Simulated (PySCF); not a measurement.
A structure optimised at PBE0-D3(BJ)/def2-SVP (Å):
```
atom  x, y, z in Å
C1    -3.1011   -0.4999    0.3248
C2    -2.2540   -1.6194    0.2602
C3    -0.8883   -1.4543    0.1346
C4    -0.3037   -0.1706    0.0681
C5    -1.1659    0.9600    0.1341
C6    -2.5592    0.7671    0.2624
C7    -0.6128    2.2803    0.0706
C8     0.7266    2.4734   -0.0524
C9     1.6331    1.3661   -0.1224
C10    3.0235    1.5793   -0.2502
C11    3.9026    0.5184   -0.3182
C12    3.4090   -0.7961   -0.2602
C13    2.0528   -1.0279   -0.1360
C14    1.1282    0.0368   -0.0635
H15   -4.1808   -0.6337    0.4242
H16   -2.6758   -2.6258    0.3096
H17   -0.2553   -2.3411    0.0872
H18   -3.2057    1.6472    0.3117
H19   -1.2953    3.1324    0.1231
H20    1.1393    3.4842   -0.1005
H21    3.3929    2.6072   -0.2943
H22    4.9758    0.6973   -0.4167
H23    4.0995   -1.6408   -0.3136
H24    1.6983   -2.0584   -0.0936
```

Neutral, closed shell.

(1) Which heavy atoms are bonded, and with what formal order?

(2) Which species is it?

(3) Name the point group.

(4) Which rings does it hold?

(5) Classify the heavy atoms.

(6) What is the arrangement about C2?

(7) What is the arrangement about C4?

## Answers

(1) C1–C2 1.41 Å (aromatic); C2–C3 1.38 Å (aromatic); C3–C4 1.41 Å (aromatic); C4–C5 1.42 Å (aromatic); C5–C6 1.41 Å (aromatic); C5–C7 1.43 Å (aromatic); C7–C8 1.36 Å (aromatic); C8–C9 1.43 Å (aromatic); C9–C10 1.41 Å (aromatic); C10–C11 1.38 Å (aromatic); C11–C12 1.41 Å (aromatic); C12–C13 1.38 Å (aromatic); C13–C14 1.41 Å (aromatic); C1–C6 1.38 Å (aromatic); C9–C14 1.42 Å (aromatic); C4–C14 1.45 Å (aromatic). Bonds to hydrogen (Å): C1–H15 1.09; C2–H16 1.09; C3–H17 1.09; C6–H18 1.09; C7–H19 1.09; C8–H20 1.09; C10–H21 1.09; C11–H22 1.09; C12–H23 1.09; C13–H24 1.09.

(2) `c1ccc2c(c1)ccc1ccccc12`, C14H10, phenanthrene.

(3) C2v (every atom within 0.08 Å of its image).

(4) C1–C2–C3–C4–C5–C6 (6 members, 0.00 Å rms from planarity); C4–C5–C7–C8–C9–C14 (6 members, 0.00 Å rms from planarity); C9–C10–C11–C12–C13–C14 (6 members, 0.00 Å rms from planarity).

(5) C1/C11: aromatic CH carbon; C2/C12: aromatic CH carbon; C3/C13: aromatic CH carbon; C4/C14: ring-fusion aromatic carbon; C5/C9: ring-fusion aromatic carbon; C6/C10: aromatic CH carbon; C7/C8: aromatic CH carbon.

(6) It has 3 neighbours (C1, C3, H16) and is planar (angles 120.3°, 119.9° and 119.7°, sum 360.0°, 0.00 Å off the plane of its three neighbours).

(7) It has 3 neighbours (C3, C5, C14) and is planar (angles 122.8°, 119.2° and 118.0°, sum 360.0°, 0.00 Å off the plane of its three neighbours).

These are computed values.
